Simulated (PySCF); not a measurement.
`C=N[Si@@H](C=O)NC`, C$_{3}$H$_{8}$N$_{2}$OSi

Molfile (atoms numbered from 1):
```
C3H8N2OSi
     RDKit          3D

 15 14  0  0  0  0  0  0  0  0999 V2000
    1.0467    1.3424    2.6558 C   0  0  0  0  0  0  0  0  0  0  0  0
    0.9132    0.9058    1.4945 N   0  0  0  0  0  0  0  0  0  0  0  0
   -0.3450    0.0715    0.6669 Si  0  0  1  0  0  4  0  0  0  0  0  0
   -1.0743    1.3817   -0.5346 C   0  0  0  0  0  0  0  0  0  0  0  0
   -2.1985    1.8093   -0.4818 O   0  0  0  0  0  0  0  0  0  0  0  0
    0.5423   -0.9967   -0.3397 N   0  0  0  0  0  0  0  0  0  0  0  0
   -0.0395   -1.7083   -1.4532 C   0  0  0  0  0  0  0  0  0  0  0  0
    1.9440    1.9015    2.9102 H   0  0  0  0  0  0  0  0  0  0  0  0
    0.3250    1.2068    3.4655 H   0  0  0  0  0  0  0  0  0  0  0  0
   -1.4545   -0.4883    1.4510 H   0  0  0  0  0  0  0  0  0  0  0  0
   -0.3952    1.7452   -1.3360 H   0  0  0  0  0  0  0  0  0  0  0  0
    1.3140   -1.5033    0.0673 H   0  0  0  0  0  0  0  0  0  0  0  0
   -0.8219   -1.0936   -1.8939 H   0  0  0  0  0  0  0  0  0  0  0  0
    0.7218   -1.9004   -2.2116 H   0  0  0  0  0  0  0  0  0  0  0  0
   -0.4826   -2.6657   -1.1587 H   0  0  0  0  0  0  0  0  0  0  0  0
  1  2  2  0
  2  3  1  0
  3  4  1  0
  4  5  2  0
  3  6  1  0
  6  7  1  0
  1  8  1  0
  1  9  1  0
  3 10  1  1
  4 11  1  0
  6 12  1  0
  7 13  1  0
  7 14  1  0
  7 15  1  0
M  END
```

Level of theory: GIAO HF/pcSseg-1 magnetisability, rotational g tensor and spin-rotation constants, non-relativistic, gas phase (PySCF 2.14.0). Geometry: GFN2-xTB.

Task: How diamagnetic is it, and how anisotropic?

Result: Isotropic -828 × 10⁻³⁰ J/T², or -49.8 × 10⁻⁶ cm³/mol; principal values -990, -872, -622 × 10⁻³⁰ J/T², anisotropy 325 × 10⁻³⁰ J/T² (root of half the summed squared differences of the principal values). The susceptibility is in cgs units.

Task: Split it along the inertial axes a, b, c into diamagnetic and paramagnetic parts about the centre of mass, with the quadrupole moment.

Result: 
| axis | χ (10⁻⁶ cm³/mol) | diamagnetic (10⁻⁶ cm³/mol) | paramagnetic (10⁻⁶ cm³/mol) | summed x² of all electrons (Å²) | quadrupole Θ (D Å) |
| --- | --- | --- | --- | --- | --- |
| a | -56.5 | -603.2 | 546.7 | 163.6 | +15.35 |
| b | -45.7 | -798.6 | 752.9 | 117.5 | -12.09 |
| c | -47.3 | -1192.8 | 1145.4 | 24.6 | -3.26 |

Anisotropies 2χaa − χbb − χcc = -20.0 and 2χbb − χaa − χcc = +12.4 × 10⁻⁶ cm³/mol. Θ is traceless in Buckingham's convention.

Task: And the rotational g tensor?

Result: 
```csv
axis,rotational constant (GHz),g,nuclear part,electronic part
a,2.3403,-0.0444,0.5567,-0.6011
b,1.7845,-0.0294,0.6018,-0.6312
c,1.0950,-0.0199,0.5694,-0.5893
```
Asymmetric top; isotopes 12C, 1H, 14N, 16O, 28Si; no vibrational averaging.
